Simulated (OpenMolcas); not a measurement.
## Re V: CASPT2 settings compared

* Program: OpenMolcas 26.06
* Basis: ANO-R1 [7s5p4d2f]
* Scalar Hamiltonian: X2C, finite nucleus
* Active space: 3 electrons in 5 orbitals (5d)
* State averaging: 2S+1 = 4 even, 10 roots; 2S+1 = 2 even, 40 roots
* Spin-orbit coupling: state interaction with AMFI integrals over the reference wave functions, term energies averaged over their components

Methods on the same reference wave functions:
A. CASSCF
B. SS-CASPT2, IPEA 0.6 Eh, no level shift (closed shells correlated: 5s 5p)
C. XMS-CASPT2, IPEA 0.75 Eh, imaginary shift 0.4 Eh (closed shells correlated: 5s 5p)
D. XMS-CASPT2, IPEA 0.2 Eh, imaginary shift 0.1 Eh (closed shells correlated: none)

Energies in cm⁻¹ above 5d³ ⁴F_3/2, the measured ground level; measured values from the list in Brasseur, Gamrath and Quinet, At. Data Nucl. Data Tables 157, 101636 (2024).

```tsv
Level	A	B	C	D	Measured
5d³ ⁴F_3/2	0.0	0.0	0.0	0.0	0.0
5d³ ⁴F_5/2	4995	5220	5270	5270	4853
5d³ ⁴F_7/2	9541	9720	9810	9830	8973
5d³ ⁴F_9/2 [66 %]	13052	12990	13130	13230	11914
5d³ ⁴P_1/2 [66 %]	17347	16420	15830	16020	14325
5d³ ²G_7/2	21860	21010	21220	21480	19013
5d³ ²H_9/2 [55 %]	22536	21920	22290	22680	19967
5d³ ⁴P_5/2	23853	22830	22450	23040	20922
5d³ ²P_1/2 [66 %]	28722	27660	26670	26270	23669
5d³ ²H_11/2	30513	29600	30150	30760	27077
5d³ ²D_5/2(1)	33553	31410	31520	31900	28739
5d³ ²G_9/2 [54 %]	33985	33150	33490	33870	
5d³ ²P_3/2 [55 %]	38543	37100	36250	35880	32766
5d³ ²F_5/2	40712	37990	38430	38850	34162
5d³ ²F_7/2	40958	38480	38910	39310	34625
5d³ ²D_3/2(2)	61024	56510	56990	57400	
5d³ ²D_5/2(2)	61166	56940	57090	57370	52467
```

Deviations, from unrounded energies. A percentage is the sum of absolute deviations over the sum of measured energies, with the sign that they share, or ± where signs differ.

| Against measurement | Levels | A | B | C | D |
| --- | --- | --- | --- | --- | --- |
| mean absolute deviation (cm-1) | 14 | 3800 | 2600 | 2500 | 2700 |
| fine structure of the ground term (%) | 3 | +7.2 | +8.5 | +9.6 | +10.0 |
| other terms of the ground configuration (%) | 11 | +16.9 | +10.9 | +10.8 | +11.6 |

B, C lie about equally close to measurement and A furthest from it. The largest miss of C in the table is 5d³ ²D_5/2(2), by +4600 cm-1. The ranking rests on the paired levels alone, and a cruder setting can come out closer through cancelling errors.

Among B to D the level of the table that moves most is 5d³ ²P_1/2 [66 %], by 1400 cm-1 (lowest in D, highest in B). Moves below CASPT2's spread within the term are not significant.

The mean deviations of B to D differ by less than CASPT2's widest spread within a term (1500 cm-1), so their order carries little weight.

From A to B the spin-free energies of the other terms of 5d³ shown, above ⁴F, scale by factors of 0.87 to 0.93, as is usual when dynamic correlation screens the repulsion within a d or f shell.

The lowest spin-free term lies below A's lowest term by 0.132 hartree in B, 0.131 hartree in C, 0.011 hartree in D.

Term energies are means over components that CASPT2 splits; among the terms shown or strongly mixed into the levels shown the widest spread is 1500 cm-1 (5d³ ²G, C). The basis is small and was not contracted for so high a charge. The CASPT2 spread within a term exceeds the gap to the next term for 5d³ ²P and 5d³ ²H, 5d³ ²H and 5d³ ²D(1), so the order of their levels is uncertain (figures for B; the like holds for C). Without dynamic correlation excited terms often stand tens of per cent too high (terms of higher spin than the ground term too low), and those without a measured partner can miss by more than the paired ones (holds for A). Some terms miss by over 15 % even with CASPT2, which points to a basis or an active space too small for the shells correlated (holds for B). Computed and measured levels are paired by configuration, term and J; levels that our copy of the source lacks, or whose pairing is in doubt (as where it misses far off the trend of its configuration), stay unpaired and out of the deviations. Levels of configurations outside the active space are missing. Levels that lie high or do not pair safely by name in every column are left out.

A share in square brackets marks a mixed level and gives the weight of the term that names it, the lowest over the columns. A number in round brackets counts repeated terms of one configuration in the order of the reference energies.
